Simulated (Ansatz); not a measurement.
Reaction (homolysis of the C–Ge bond): `O[SiH](O)[CH2][GeH3]` → `[CH2][SiH](O)O`• + `[GeH3]`•

Computed with Ansatz on PBE0-D4/def2-TZVP structures; ΔE is electronic, products minus reactants. CBS: MP2 limit from def2 TZ/QZ plus the TZ coupled-cluster correction, frozen cores. DFT in def2-TZVPP. B3LYP here is the variant with VWN-RPA as its local correlation; programs differ in this. No spin–orbit coupling; open shells (•) take unrestricted orbitals. For Ge outer-core shells are correlated without core-valence functions, which leaves a few kJ/mol of doubt a bond. Scalar relativity is left out up to krypton. Each species was taken in one conformer, which may not be the lowest.

```csv
level,ΔE (kJ/mol),difference from CCSD(T)/CBS
PBE-D4,341.3,-15.8
r2SCAN-D4,322.6,-34.5
PBE0-D4,339.4,-17.7
B3LYP-D4,329.5,-27.6
ωB97X-V,353.2,-3.9
ωB97M-V,347.0,-10.1
B2PLYP,332.0,-25.1
PBE,331.2,-25.9
r2SCAN,319.9,-37.2
PBE0,330.5,-26.6
B3LYP,313.4,-43.7
HF/def2-TZVPP,227.3,-129.8
MP2/def2-TZVPP,364.5,7.4
SCS-MP2/def2-TZVPP,356.0,-1.1
CCSD/def2-TZVPP,336.7,-20.4
CCSD(T)/def2-TZVPP,347.9,-9.2
HF/def2-QZVPP,225.2,-131.9
MP2/def2-QZVPP,369.0,11.9
SCS-MP2/def2-QZVPP,360.9,3.8
HF/CBS(def2),225.0,-132.1
MP2/CBS(def2),373.7,16.6
CCSD/CBS(def2),345.9,-11.2
CCSD(T)/CBS,357.1,0
```

Largest T1 diagnostic among the species: 0.012.

In def2-TZVPP, CCSD(T) changes the Hartree–Fock value by +120.6 kJ/mol (the triples alone add +11.2 kJ/mol) and MP2 by +137.2 kJ/mol; breaking electron pairs costs correlation energy, which Hartree–Fock lacks. The D4 term adds +16.1 kJ/mol with B3LYP and +8.9 kJ/mol with PBE0; it sums over pairs of atoms, weighted by their polarisabilities, and B3LYP, whose exchange is more repulsive, gets the larger term.
